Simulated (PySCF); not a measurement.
InI2, SMILES [I][In+][I], charge +1.

Geometry: B3LYP-D3(BJ)/def2-SVP. The spin state was assumed, not searched. The isomer is the one that the SMILES or the coordinates give; other isomers of the formula were not compared. The def2 effective core potentials stand for the cores of I, In; spin–orbit coupling is left out.

Calculation: PBE0/def2-TZVPD (PySCF).

Computed frontier levels, gap, dipole moment and polarisability:
```
Property                                                            Value
------------------------------------------------  -----------------------
highest occupied level                                          -12.86 eV
lowest empty level                                               -8.62 eV
orbital gap                                                       4.24 eV
dipole moment about the centre of nuclear charge                   0.00 D
mean static polarisability                         103.7 bohr³ (15.37 Å³)
polarisability, principal values                  68.4, 68.4, 174.5 bohr³
```
